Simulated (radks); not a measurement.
The numbers below are computed, except where a source is named.
Question: Isoelectronic series with 16 electrons, all held in the configuration [Ne] 3s2 3p4, which need not be the ground one along the series. Level of theory: scalar-relativistic Kohn-Sham, PBE, spin-polarised, spherical densities, finite nucleus; open shells are filled with parallel spins first (spin-orbit coupling, left out, can overturn this in heavy ions); Fermi nuclear charge, rms radius of each element as measured or else 0.836 A^(1/3) + 0.57 fm (a radial shooting solver on a logarithmic mesh with Libxc functionals). Total energies (hartree) and orbital eigenvalues (hartree) (* marks an orbital that is empty in some or all of the ions):

ion,E (hartree),3d down*,3d up*,3p down,3p up,3s down
Pm45+,-8144.7451,-127.1093,-127.6242,-136.2735,-136.8933,-144.8327
Sm46+,-8441.8216,-132.5467,-133.0719,-142.0351,-142.6674,-151.0171
Eu47+,-8745.0077,-138.0988,-138.6343,-147.9221,-148.5670,-157.3484
Gd48+,-9054.3393,-143.7657,-144.3116,-153.9351,-154.5927,-163.8279
Tb49+,-9369.9283,-149.5476,-150.1038,-160.0747,-160.7449,-170.4579
Dy50+,-9691.7101,-155.4446,-156.0113,-166.3415,-167.0244,-177.2384
Ho51+,-10019.8969,-161.4570,-162.0341,-172.7361,-173.4317,-184.1733
Er52+,-10354.4691,-167.5848,-168.1724,-179.2591,-179.9675,-191.2632
Tm53+,-10695.5587,-173.8282,-174.4264,-185.9112,-186.6324,-198.5110
Lu55+,-11397.3842,-186.6628,-187.2823,-199.6052,-200.3520,-213.4856
Hf56+,-11758.3787,-193.2543,-193.8844,-206.6483,-207.4081,-221.2182
Ta57+,-12126.1532,-199.9622,-200.6030,-213.8232,-214.5959,-229.1166
W58+,-12500.7994,-206.7866,-207.4383,-221.1306,-221.9163,-237.1834
Re59+,-12882.4223,-213.7278,-214.3904,-228.5711,-229.3698,-245.4213
Os60+,-13271.0680,-220.7860,-221.4595,-236.1456,-236.9573,-253.8321
Ir61+,-13666.9155,-227.9614,-228.6458,-243.8546,-244.6795,-262.4198
Pt62+,-14069.9799,-235.2542,-235.9495,-251.6991,-252.5371,-271.1860

Estimate the row of Yb54+.

Answer: E (hartree) -11043.1506; 3d down* -180.1875; 3d up* -180.7963; 3p down -192.6930; 3p up -193.4270; 3s down -205.9175.
